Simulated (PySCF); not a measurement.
# C: excitation energy

C [He] 2s2 2p2 (3P) → C [He] 2s2 2p1 3s1 (3P), as a difference of total energies. Computed with PySCF 2.14 in aug-cc-pwCVTZ (7s6p4d2f, 59 functions), with no relativity, point nucleus. Correlated levels: valence: 1s2 frozen; valence and next inner shell: nothing frozen. The calculations carry no spin-orbit coupling.

Problem. Order these methods by the excitation energy they give, lowest first.
A. MP2 (valence and next inner shell)
B. wB97M-V
C. r2SCAN
D. SCS-MP2 (valence)

Solution. D (62295 cm⁻¹), A (63294 cm⁻¹), B (63465 cm⁻¹), C (65713 cm⁻¹).

Errors of the correlated levels include the incompleteness of this basis and the frozen core.

The promoted electron is Rydberg-like, and one or two diffuse shells describe it only roughly, which tends to raise the upper state.

For comparison: 60343 cm⁻¹ (measured; NIST levels, between the centres of gravity of the two terms).
